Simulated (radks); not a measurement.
The numbers below are computed, except where a source is named.
Task: These are the eigenvalues of the occupied orbitals of an atom or ion with whole-number occupations (hartree). Level of theory: non-relativistic Kohn-Sham, PBE, spin-polarised, spherical densities, point nucleus (a radial shooting solver on a logarithmic mesh with Libxc functionals).

| orbital | eigenvalue |
|---|---|
| 1s | -179.7322 |
| 2s | -21.55813 |
| 2p | -18.33923 |
| 3s | -4.15501 |
| 3p | -3.28320 |

Which element is it, and in what charge state? The configuration may be excited. Open shells, if any, are filled with parallel spins first.

Result: Z = 22, titanium, charge +4: Ti4+ in [Ar]. The list shows which subshells hold electrons but not how many an open one holds; the 1s level, -179.73 hartree, gives Z - s = 19.0 by -(Z - s)^2/2, which with screening narrows Z to a few neighbours, and the depths of the outer levels then fix element, charge and occupations together.
